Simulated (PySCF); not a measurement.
Compound: C6H6O2S.
Numbering: `[CH:1]#[C:2][C@@H:3]1[CH:4]=[CH:5][S:6](=[O:7])(=[O:8])[CH2:9]1` (hydrogens: H10 on C1; H11 on C3; H12 on C4; H13 on C5; H14, H15 on C9)

Computed geometry: GFN2-xTB, gas phase.

Task: What internal coordinates does the optimisation give?

Result: 
```csv
bond,length (Å)
C1≡C2,1.196
C2–C3,1.454
C3–C4,1.513
C4=C5,1.314
C5–S6,1.794
S6=O7,1.435
S6=O8,1.437
S6–C9,1.829
C3–C9,1.524
C1–H10,1.049
C3–H11,1.099
C4–H12,1.080
C5–H13,1.071
C9–H14,1.084
C9–H15,1.086
```

A selection of angles:
```csv
angle,degrees
C1–C2–C3,179.0
C2–C3–C4,110.5
C2–C3–C9,112.0
C4–C3–C9,108.6
C3–C4–C5,117.8
C4–C5–S6,109.8
C5–S6–O7,112.0
C5–S6–O8,109.4
C5–S6–C9,94.1
O7–S6–O8,117.6
O7–S6–C9,111.0
O8–S6–C9,110.3
C3–C9–S6,104.1
```

Dihedral angles: C2–C3–C4–C5 -139° (anticlinal); C3–C4–C5–S6 -1° (synperiplanar); C4–C5–S6–O7 128° (anticlinal); C5–S6–C9–C3 -21° (synperiplanar); C2–C3–C9–S6 146° (anticlinal).

The C–C distances run from 1.196 Å (C1≡C2, drawn triple) to 1.524 Å (C3–C9, drawn single), a spread of 0.328 Å. The C–S distances run from 1.794 Å (C5–S6, drawn single) to 1.829 Å (S6–C9, drawn single), a spread of 0.035 Å. S6 (sulfonyl sulfur) has angles from 94.1° to 117.6°. The 5-membered ring C3–C4–C5–S6–C9 has internal angles of 94.1° to 117.8° (sum 534°, against 540° for a flat polygon); it is puckered, 0.12 Å rms from its mean plane, widest ring torsion 23°.

Point group: C1 (no symmetry element, even within 0.4 Å). Stationary, but not proved a minimum. One conformer, not necessarily the lowest.
